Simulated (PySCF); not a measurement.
Point-charge models of `c1(cc(pcp1)C)C` against its computed dipole.

Coordinates (GFN2-xTB, Å) and charges (e) from the PBE0/pcSseg-1 density (PySCF):

```json
{"atom": "C1", "x": "-2.327", "y": "-1.103", "z": "0.201", "Mulliken": "-0.1716", "IAO": "-0.4218", "Hirshfeld": "-0.1206", "ESP-fitted": "-0.5003"}
{"atom": "C2", "x": "-1.250", "y": "-0.062", "z": "0.065", "Mulliken": "-0.5331", "IAO": "-0.1883", "Hirshfeld": "-0.0394", "ESP-fitted": "+0.5215"}
{"atom": "C3", "x": "0.064", "y": "-0.494", "z": "0.029", "Mulliken": "+0.0673", "IAO": "-0.1359", "Hirshfeld": "-0.0468", "ESP-fitted": "-0.7122"}
{"atom": "C4", "x": "1.224", "y": "0.252", "z": "-0.084", "Mulliken": "-0.5330", "IAO": "-0.1883", "Hirshfeld": "-0.0393", "ESP-fitted": "+0.5253"}
{"atom": "C5", "x": "2.535", "y": "-0.486", "z": "-0.092", "Mulliken": "-0.1715", "IAO": "-0.4218", "Hirshfeld": "-0.1206", "ESP-fitted": "-0.5348"}
{"atom": "P6", "x": "1.328", "y": "1.991", "z": "-0.217", "Mulliken": "+0.4870", "IAO": "+0.3718", "Hirshfeld": "+0.0881", "ESP-fitted": "-0.2889"}
{"atom": "C7", "x": "-0.326", "y": "2.483", "z": "-0.171", "Mulliken": "-0.6810", "IAO": "-0.6241", "Hirshfeld": "-0.1729", "ESP-fitted": "-0.0099"}
{"atom": "P8", "x": "-1.798", "y": "1.594", "z": "-0.029", "Mulliken": "+0.4870", "IAO": "+0.3718", "Hirshfeld": "+0.0881", "ESP-fitted": "-0.2893"}
{"atom": "H9", "x": "-3.313", "y": "-0.642", "z": "0.201", "Mulliken": "+0.1222", "IAO": "+0.1508", "Hirshfeld": "+0.0413", "ESP-fitted": "+0.1478"}
{"atom": "H10", "x": "-2.277", "y": "-1.816", "z": "-0.623", "Mulliken": "+0.1363", "IAO": "+0.1550", "Hirshfeld": "+0.0486", "ESP-fitted": "+0.1367"}
{"atom": "H11", "x": "-2.204", "y": "-1.660", "z": "1.130", "Mulliken": "+0.1371", "IAO": "+0.1555", "Hirshfeld": "+0.0485", "ESP-fitted": "+0.1381"}
{"atom": "H12", "x": "0.205", "y": "-1.571", "z": "0.099", "Mulliken": "+0.0832", "IAO": "+0.1368", "Hirshfeld": "+0.0472", "ESP-fitted": "+0.2475"}
{"atom": "H13", "x": "3.367", "y": "0.206", "z": "-0.200", "Mulliken": "+0.1222", "IAO": "+0.1508", "Hirshfeld": "+0.0413", "ESP-fitted": "+0.1564"}
{"atom": "H14", "x": "2.567", "y": "-1.200", "z": "-0.915", "Mulliken": "+0.1363", "IAO": "+0.1550", "Hirshfeld": "+0.0485", "ESP-fitted": "+0.1473"}
{"atom": "H15", "x": "2.664", "y": "-1.042", "z": "0.838", "Mulliken": "+0.1371", "IAO": "+0.1555", "Hirshfeld": "+0.0486", "ESP-fitted": "+0.1474"}
{"atom": "H16", "x": "-0.467", "y": "3.558", "z": "-0.243", "Mulliken": "+0.1741", "IAO": "+0.1772", "Hirshfeld": "+0.0393", "ESP-fitted": "+0.1673"}
```

Q: Form Σ q r in debye for every column and set it beside the full dipole.

A: The full density gives (0.29, -2.24, 0.16) D, 2.27 D in size; dipole vectors point from the negative to the positive end.

```csv
scheme,μx,μy,μz,size (D),share of the full size (%),angle to the full dipole (°)
Mulliken,0.10,-0.73,0.08,0.74,33,2
IAO,0.03,-0.25,0.03,0.26,11,4
Hirshfeld,0.09,-0.65,0.05,0.66,29,0
ESP-fitted,0.28,-2.21,0.16,2.23,98,0
```

Q: Which set comes closest?

A: Length of the difference vector: ESP-fitted 0.04 D, Mulliken 1.53 D, Hirshfeld 1.61 D, IAO 2.01 D. Closest: ESP-fitted. The schemes that divide the density aren't constrained to reproduce the dipole.

Q: What is left for the Hirshfeld atoms' own dipoles?

A: The Hirshfeld atoms' densities add up to the full density, so μ = Σ q r + Σ (atomic dipoles). The atomic dipoles sum to (0.29, -2.24, 0.16) − (0.09, -0.65, 0.05) = (0.20, -1.59, 0.11) D, 1.61 D in size.

Q: With the origin at the mean of the coordinates, (0.000, 0.001, -0.001) Å, which are the largest single terms, by size, of the Hirshfeld dipole along the direction of the full one?

A: C7 +2.08, P6 -0.77, P8 -0.77, H16 -0.68, C1 -0.47 D; all 16 atoms together +0.66 D. The single terms depend on the origin, their sum doesn't.

Q: Give the size of the full dipole in other units.

A: 2.27 D = 0.893 au = 0.473 e·Å = 7.57 × 10⁻³⁰ C·m.

Geometry: GFN2-xTB; no solvent, vibrations or thermal averaging.
